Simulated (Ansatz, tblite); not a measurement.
Removing and adding an electron: the cluster LaO₃H₃. Charge 0, multiplicity 1. Geometry: r2SCAN-D4/def2-SVP. Ansatz, gas phase; energy differences of separate SCF runs; the oxidised species was run as a doublet alone; the reduced species was run as a doublet alone.

Cartesian coordinates in Å:
```
La 0.438 0.284 0.502
O -1.610 -0.679 0.121
O -1.978 0.754 0.024
O 1.976 -0.377 -0.868
H 1.079 0.033 2.564
H 2.548 -0.789 -1.521
H -2.453 0.774 -0.822
```

In the def2 sets La takes a core potential; there is no spin–orbit coupling. The xTB rows come from tblite. The structure holds one bond between oxygen atoms, so isomers without such links may lie far lower. HOMO above LUMO, or a gap near zero within one spin, warns that the state may not be the lowest or that an electron is smeared out. The structure comes from a short search, and lower isomers may exist.

```
               level  −HOMO (eV)  vertical IE (eV)  −LUMO (eV)  vertical EA (eV)  HOMO–LUMO gap (eV)  IE − EA (eV)                                     remarks
            GFN1-xTB       11.06             14.75        9.73              6.26                1.32          8.50                                           –
            GFN2-xTB       10.74             14.13        9.11              6.22                1.63          7.91                                           –
    PBE-D4/def2-TZVP        5.01              8.15        2.19                 –                2.82             –  gap within one spin near zero (+1 doublet)
   PBE-D4/def2-TZVPD        5.06                 –        2.23              0.43                2.83             –                HOMO above zero (-1 doublet)
 r2SCAN-D4/def2-TZVP        5.25              8.23        1.75                 –                3.50             –                                           –
r2SCAN-D4/def2-TZVPD        5.28                 –        1.77              0.36                3.51             –                HOMO above zero (-1 doublet)
   PBE0-D4/def2-TZVP        6.20              8.40        1.51                 –                4.69             –                                           –
  PBE0-D4/def2-TZVPD        6.23                 –        1.53              0.39                4.70             –                HOMO above zero (-1 doublet)
```

Relaxing the oxidised species (r2SCAN-D4/def2-SVP) changes its energy by -0.35 eV at PBE-D4/def2-TZVP, so the adiabatic ionisation energy to this nearest minimum is 7.80 eV. At PBE0-D4/def2-TZVP it is 7.91 eV.     A HOMO above zero means that the electron is unbound at that level or that self-interaction error raises the level; the energy of removing that electron tells which. Raw xTB energy differences between charge states are shifted by several eV; the methods need an empirical correction for them.
